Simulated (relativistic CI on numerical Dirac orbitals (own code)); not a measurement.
## Slater and spin-orbit integrals, Pr¹⁴⁺

Computed by Dirac-Coulomb-Breit CI, separate exchange-only KLI orbitals for each configuration, QED by a radiative potential, unscaled Slater integrals (own radial code, finite nucleus).

Slater integrals F^k, G^k are unscaled and averaged over j, outside the closed core [Ar] 3d10; ζ comes from projecting the Hamiltonian with its Breit term on Σ l·s of the shell.

- 4s2 4p6 4d9: ζ(4d) = 12674 cm⁻¹; <r>(4d) = 0.6805, <r^2>(4d) = 0.5309 (bohr units).
- 4s2 4p5 4d10: ζ(4p) = 117390 cm⁻¹; <r>(4p) = 0.6382, <r^2>(4p) = 0.4612 (bohr units).
- 4s2 4p6 4d8 4f: F^2(4d,4d) = 149040, F^4(4d,4d) = 100500, ζ(4d) = 12726, F^2(4d,4f) = 140680, F^4(4d,4f) = 91775, G^1(4d,4f) = 163540, G^3(4d,4f) = 105880, G^5(4d,4f) = 75822, ζ(4f) = 1160.8 cm⁻¹; <r>(4d) = 0.6799, <r^2>(4d) = 0.53, <r>(4f) = 0.7354, <r^2>(4f) = 0.6305 (bohr units).

(1) Give the Racah parameters of the d shell in 4s2 4p6 4d8 4f.

Averages of the first 10 configurations, taken without configuration mixing, which lowers the lowest level and can move excited configurations by several eV; other configurations of the list can lie among them:

```tsv
Configuration	Parity	States	Average energy above the lowest level (eV)
4s2 4p6 4d9	even	10	2.9
4s2 4p5 4d10	odd	6	123.8
4s2 4p6 4d8 4f	odd	630	124.2
4s 4p6 4d10	even	2	204.4
4s2 4p6 4d8 5s	even	90	125.8
4s2 4p5 4d9 4f	even	840	243.6
4s2 4p6 4d8 5p	odd	270	152.9
4s2 4p6 4d7 4f 5s	odd	3360	248.3
4s 4p6 4d9 4f	odd	280	324.5
4s2 4p6 4d8 5d	even	450	192.6
```

Results:

(1) B = F²/49 − 5F⁴/441 = 1902 cm⁻¹ and C = 35F⁴/441 = 7977 cm⁻¹.
